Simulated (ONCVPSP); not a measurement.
# Si (Z = 14): variants of one ONCV potential

Base potential:

silicon (Si), optimised norm-conserving Vanderbilt (ONCV), made with ONCVPSP 4.0.1 (PBE, scalar-relativistic). Core [He], reference 2s2 2p6 3s2 3p1 (charge +1). Waves: 2s+3s: rc 1.10 bohr, ncon 5, nbas 9, qcut 9.4 1/bohr, 2 projectors; 2p+3p: rc 0.80 bohr, ncon 3, nbas 7, qcut 18.6 1/bohr, 2 projectors. Local part: polynomial inside 0.70 bohr (lpopt 4, dvloc0 3 Ha). Core correction: Teter function, fcfact 3, rcfact 1.25.

All-electron outer shells of the reference configuration (PBE, scalar-relativistic, ld1.x):

```tsv
shell	level (eV)	outermost node (bohr)	outermost maximum (bohr)
1s	-1795.62	–	0.07
2s	-149.00	0.15	0.45
2p	-105.08	–	0.39
3s	-19.03	0.72	1.75
3p	-11.66	0.71	2.04
```

Cutoffs, loose and tight: the cutoffs (Ha) at which the residual kinetic energy of the hardest occupied pseudo-wave falls to 1 and 0.1 mHa per electron. They do not see the model core or the augmentation charge, which bear on the density cutoff. Test errors are all-electron minus pseudo excitation energies from the reference, over the configurations 2s2 2p6 3s2 3p2; 2s2 2p6 3s2 3p0; 2s2 2p6 3s1 3p0; 2s2 2p6 3s0 3p4. A dash means not determined; rows that change the core or the reference have their own tests.

| change | outcome | cutoff, loose | cutoff, tight | bound ghosts | GHOST(+) flags above zero | largest test error (meV) |
| --- | --- | --- | --- | --- | --- | --- |
| base | generated | 125 Ha | 142 Ha | none | none | -1.6 |
| core [Ne], valence charge 4; reference 3s2 3p2; waves now 3s: rc 1.70 bohr, ncon 4, nbas 8, qcut 4.1 1/bohr, 2 projectors, debl 1 Ha; 3p: rc 1.75 bohr, ncon 4, nbas 9, qcut 4.4 1/bohr, 1 projector; local potential polynomial inside 1.65 bohr (lpopt 2, dvloc0 0 Ha) | generated | 7.6 Ha | 17 Ha | none | none | +56 |
| p: qcut 13.4 | generated | 88 Ha | 264 Ha | none | none | -1.2 |
| s: rc 0.94 | generated | 125 Ha | 142 Ha | none | none | -1.3 |
| p: rc 0.56; local potential polynomial inside 0.56 bohr (lpopt 4, dvloc0 3 Ha) | generated | 162 Ha | 483 Ha | none | none | -2.3 |
| core correction Teter function, fcfact 4, rcfact 1.65 | generated | 125 Ha | 142 Ha | none | none | -1.8 |
| s: qcut 6.6; p: qcut 13 | generated | 89 Ha | 287 Ha | none | none | +1.1 |
| functional LDA (Perdew-Wang 92) | generated | 125 Ha | 142 Ha | none | none | +1.9 |
| reference 2s2 2p6 3s1 3p3 | generated | 125 Ha | 142 Ha | none | none | +4.8 |
| s: nproj 4 | generated | 125 Ha | 142 Ha | none | s | -1.9 |
